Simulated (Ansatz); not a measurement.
BCl2Br (BBrCl2). The state is a singlet with charge 0. Geometry B3LYP-D4/def2-SVP; atoms count from 1.

```xyz
4

B     0.026    0.014    0.028
Cl   -0.291   -0.240    1.729
Cl    1.468    0.867   -0.474
Br   -1.204   -0.641   -1.284
```

(1) Estimate the Mulliken populations from the PBE0/def2-TZVP orbitals of Ansatz.

(2) And the Mayer bond orders between heavy atoms (over 0.3)?

## Answers

(1) 
| atom | charge (e) |
| --- | --- |
| B1 | 0.18 |
| Cl2 | -0.07 |
| Cl3 | -0.07 |
| Br4 | -0.04 |
Mulliken values depend strongly on the basis.

(2) B1–Cl2 1.33 (1.75 Å); B1–Cl3 1.33 (1.75 Å); B1–Br4 1.32 (1.91 Å).
